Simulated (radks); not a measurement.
Ionisation of the silver ion Ag+, [Kr] 4d10, to [Kr] 4d9 as the strength of local exchange is varied. All-electron calculation, non-relativistic Kohn-Sham, Slater X-alpha exchange (alpha = 2/3 is LDA exchange), no correlation, spin-polarised, spherical densities, point nucleus; relativity is left out, which matters for an element this heavy. Program: a radial shooting solver on a logarithmic mesh with Libxc functionals.

alpha  E(Ag+) (hartree)  exchange (hartree)  IE (eV)  -e of the level emptied (eV)  <r> of it (bohr)
0.626       -5182.00730          -127.96369   20.274                   14.083 (4d)             1.399
0.631       -5183.02948          -129.01183   20.361                   14.160 (4d)             1.397
0.667       -5190.39525          -136.57056   20.993                   14.726 (4d)             1.386
0.672       -5191.41912          -137.62207   21.081                   14.806 (4d)             1.384
0.796       -5216.87709          -163.83045   23.355                   16.862 (4d)             1.346
0.872       -5232.54296          -180.01788   24.819                   18.199 (4d)             1.324
1.041       -5267.54902          -216.35046   28.262                   21.377 (4d)             1.279

NIST Atomic Spectra Database: 21.484 eV (measured). The Delta-SCF value meets it near alpha = 0.69. Relativity is left out here, which matters for elements this heavy. Open shells are spherical and high-spin; term and fine-structure splittings are not resolved.
